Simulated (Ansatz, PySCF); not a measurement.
Gas-phase reaction in SMILES: C[SiH](F)N[SiH3] → C[Si@H](F)[N][SiH3] + H atom (the H-N bond at the site shown breaks; other sites are not compared here)
Each molecule is optimised on its own at B3LYP-D3(BJ)/def2-TZVP (Ansatz, a first-principles code), one conformer each, not searched for the lowest.

Property: bond dissociation energy (enthalpy at 298 K, with B3LYP-D3(BJ) rigid-rotor harmonic-oscillator terms from PySCF), in kJ/mol. Valence correlation only, unless marked. Open shells are spin-unrestricted. No spin-orbit coupling. No relativistic terms. CBS marks a two-point X^-3 extrapolation of the correlation energy; Hartree-Fock from the larger set. [CCSD(T)-MP2]/basis is that difference in the basis named.

```
level                                                                 program  bond dissociation energy (kJ/mol)
-------------------------------------------------------------  --------------  ---------------------------------
SVWN5/def2-TZVPD                                                       Ansatz                                  ?
BLYP/def2-TZVPD                                                        Ansatz                              423.2
revPBE-D3(BJ)/def2-TZVPD                                       Ansatz + dftd3                                  ?
PBE0/6-31G*                                                            Ansatz                                  ?
PBE0-D4/def2-TZVP                                              Ansatz + dftd4                              442.4
PBE0/def2-TZVP                                                         Ansatz                              439.5
PBE0/def2-QZVPP                                                        Ansatz                              442.3
r2SCANh/def2-TZVPD                                                     Ansatz                              436.2
r2SCAN0-D4/def2-TZVPD                                          Ansatz + dftd4                              439.7
CAM-B3LYP-D3(BJ)/def2-TZVPD                                    Ansatz + dftd3                              451.9
CAM-B3LYP/def2-TZVPD                                                   Ansatz                              448.8
LC-wPBE-D3(BJ)/def2-TZVPD                                      Ansatz + dftd3                              452.5
B2PLYP-D4/def2-TZVPD                                           Ansatz + dftd4                              451.4
RPA@PBE/cc-pV(T+d)Z                                                    Ansatz                              452.5
SCS-MP2/6-31G*                                                         Ansatz                              428.2
CCSD/6-31G                                                             Ansatz                              429.3
CCSD/6-31G*                                                            Ansatz                              415.0
RI-MP2/CBS(cc-pV(T+d)Z,cc-pV(Q+d)Z)+[CCSD(T)-MP2]/cc-pV(T+d)Z          Ansatz                              470.2
```

Problem. Fill in the missing entries.

Solution. 
- SVWN5/def2-TZVPD, bond dissociation energy (kJ/mol): 490.1
- revPBE-D3(BJ)/def2-TZVPD, bond dissociation energy (kJ/mol): 428.7
- PBE0/6-31G*, bond dissociation energy (kJ/mol): 434.5
